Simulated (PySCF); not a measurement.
# FTeN: from structure and modes to constants

All numbers come from HF in PySCF with Te def2-TZVP with ECP28, N def2-TZVP, F def2-TZVP; scalar-relativistic core potentials, no spin–orbit coupling; density-fitted integrals.

The singlet minimum has Cs symmetry. Masses (u): Te 129.90622, N 14.00307, F 18.99840.

```xyz
3
charge 0 multiplicity 1, angstrom
Te   -0.0519    0.0000   -0.2259
N    -1.4759    0.0000    0.8572
F     1.4426    0.0000    0.9129
```

Harmonic wavenumbers (cm⁻¹): 274.6 (a', ×1), 654.3 (a', ×1), 911.5 (a', ×1).

**Question.** Find the principal moments of inertia and the rotational constants. What kind of rotor is it?

**Answer.** About the centre of mass I = 30.785, 72.356, 103.14 u Å². With B = 16.8576/I this gives 0.5476, 0.233, 0.1634 cm⁻¹. The molecule is an asymmetric top with κ = -0.64.

**Question.** Find the vibrational entropy and heat capacity at 298.15 K.

**Answer.** With u = 1.43878 ω/T, each mode gives S = R[u/(eᵘ−1) − ln(1−e⁻ᵘ)] and C = R u² eᵘ/(eᵘ−1)².
```csv
ω (cm⁻¹),u,S (J/(mol K)),C (J/(mol K))
274.6,1.325,6.56,7.20
654.3,3.158,1.53,3.85
911.5,4.398,0.56,2.03
```
The sums over all modes are S = 8.6 and C = 13.1 J/(mol K); the softest mode gives 76 % of the entropy.

**Question.** Give the standard entropy (298.15 K, 1 bar) by its translational, rotational, vibrational and spin parts, and Cp.

**Answer.** Sackur–Tetrode with M = 162.91 u gives 172.4; rotation with symmetry number 1 gives 99.8; vibration 8.6; spin R ln 1 = 0.0. The total is 280.9 J/(mol K), and Cp = 4 R + 13.1 = 46.3 J/(mol K).

Other isomers or separated fragments may lie lower.
